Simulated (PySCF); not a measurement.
Mayer bond orders and bond lengths

C₈H₉PS.
Atom-mapped SMILES: `[S:1]=[PH:2]1[CH2:3][c:4]2[cH:5][cH:6][cH:7][cH:8][c:9]2[CH2:10]1` (hydrogens: H11 on P2; H12, H13 on C3; H14 on C5; H15 on C6; H16 on C7; H17 on C8; H18, H19 on C10)

Cartesian coordinates in Å at the PBE0-D3(BJ)/def2-SVP level; atoms count from 1:
```
atom  x, y, z in Å
S1    -4.192    0.618    0.342
P2    -2.308    0.345    0.694
C3    -1.418   -1.097   -0.037
C4     0.019   -0.654   -0.041
C5     1.123   -1.507   -0.082
C6     2.411   -0.976   -0.076
C7     2.601    0.405   -0.020
C8     1.503    1.263    0.030
C9     0.211    0.740    0.016
C10   -1.056    1.550    0.072
H11   -1.924    0.236    2.064
H12   -1.605   -2.022    0.527
H13   -1.826   -1.232   -1.054
H14    0.974   -2.590   -0.117
H15    3.274   -1.644   -0.108
H16    3.613    0.817   -0.009
H17    1.653    2.345    0.084
H18   -1.402    1.870   -0.926
H19   -0.994    2.443    0.710
```

Bond orders from the PBE0/pcSseg-1 density (PySCF). One conformer (not necessarily the lowest) at the PBE0-D3(BJ)/def2-SVP geometry, without solvent, vibrations or thermal averaging.

**Question.** How far do the computed orders between heavy atoms stray from the drawn ones?

**Answer.** The largest departure is 0.298, at S1–P2 (drawn double, 1.702), counting aromatic bonds as 1.5. Drawn single, order below 0.88: P2–C3 (0.877) and C10–P2 (0.877). The bonds drawn aromatic range from 1.32 to 1.44.

**Question.** Give the Mayer order of every bond between heavy atoms, beside its length.

**Answer.** 
| bond | drawn as | length (Å) | Mayer order |
| --- | --- | --- | --- |
| S1–P2 | double | 1.937 | 1.702 |
| P2–C3 | single | 1.845 | 0.877 |
| C3–C4 | single | 1.504 | 1.037 |
| C4–C5 | aromatic | 1.395 | 1.444 |
| C5–C6 | aromatic | 1.394 | 1.443 |
| C6–C7 | aromatic | 1.395 | 1.428 |
| C7–C8 | aromatic | 1.394 | 1.443 |
| C8–C9 | aromatic | 1.395 | 1.444 |
| C9–C10 | single | 1.505 | 1.037 |
| C10–P2 | single | 1.845 | 0.877 |
| C9–C4 | aromatic | 1.409 | 1.319 |

By pair of heavy elements: C–P: all 2 within 0.02 of one another (0.877 to 0.877). C–C: lowest C3–C4 and C9–C10 (1.037, 1.504 Å), highest C4–C5, C8–C9, C5–C6 and 1 more (1.444, 1.395 Å). Bonds named together lie within 0.004.

**Question.** And the bonds to hydrogen?

**Answer.** H–P: 0.86 (1 bond); C–H: 0.91 to 0.97 (8 bonds).

**Question.** Sum the orders of all bonds at each heavy atom with more than one neighbour and set the sums beside the valence in the SMILES.

**Answer.** P2 4.320 (drawn 5), C3 3.756 (drawn 4), C4 3.800 (drawn 4), C5 3.860 (drawn 4), C6 3.833 (drawn 4), C7 3.833 (drawn 4), C8 3.860 (drawn 4), C9 3.800 (drawn 4), C10 3.756 (drawn 4). Orders between atoms that aren't bonded are not in these sums.

Mayer orders depend on the basis set.
